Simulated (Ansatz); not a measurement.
Molecule: methyl-bis(methylsulfanyl)borane, C3H9BS2 (charge 0, singlet). SMILES: S(B(SC)C)C
Structure (B3LYP-D3(BJ)/def2-TZVP (Ansatz, an electronic-structure program) minimum search):
```
B
C 1 1.5821
H 2 1.0916 1 112.52
H 2 1.0917 3 108.28 1 124.93
H 2 1.0946 3 107.07 4 115.07
S 1 1.7966 2 112.96 3 -28.67
S 1 1.7968 2 112.93 3 151.90
C 6 1.8223 1 111.89 2 -177.46
H 8 1.0858 6 111.42 1 -62.08
H 8 1.0859 9 110.48 6 -124.59
H 8 1.0884 9 108.81 10 -119.38
C 7 1.8223 1 111.89 2 176.41
H 12 1.0858 7 111.49 1 -60.54
H 12 1.0859 13 110.48 10 -43.94
H 12 1.0884 13 108.80 14 -119.38
```
Charge 0, spin multiplicity 1.

Quantity: atomisation energy (electronic, to ground-state atoms), in kcal/mol. Correlated levels leave the core frozen unless marked. Open shells are spin-unrestricted. No spin-orbit coupling. Non-relativistic. The coupled-cluster limit lacks core correlation, which all-electron functionals hold. Basis-set limits of correlation are two-point, X^-3; Hartree-Fock from the larger set.

```json
[
 {"level": "HSE06-D3(BJ)/def2-TZVPD", "program": "Ansatz + dftd3", "atomisation energy (kcal/mol)": "1360.6"},
 {"level": "HSE06/def2-TZVPD", "program": "Ansatz", "atomisation energy (kcal/mol)": "1354.0"},
 {"level": "MP2/cc-pV(T+d)Z", "program": "Ansatz", "atomisation energy (kcal/mol)": "1331.2"},
 {"level": "SCS-MP2/6-31G", "program": "Ansatz", "atomisation energy (kcal/mol)": "1138.1"},
 {"level": "SCS-MP2/cc-pV(D+d)Z", "program": "Ansatz", "atomisation energy (kcal/mol)": "1255.9"},
 {"level": "CCSD/6-31G*", "program": "Ansatz", "atomisation energy (kcal/mol)": "1218.8"},
 {"level": "CCSD(T)/CBS(cc-pV(T+d)Z,cc-pV(Q+d)Z)", "program": "Ansatz", "atomisation energy (kcal/mol)": "1347.2"}
]
```
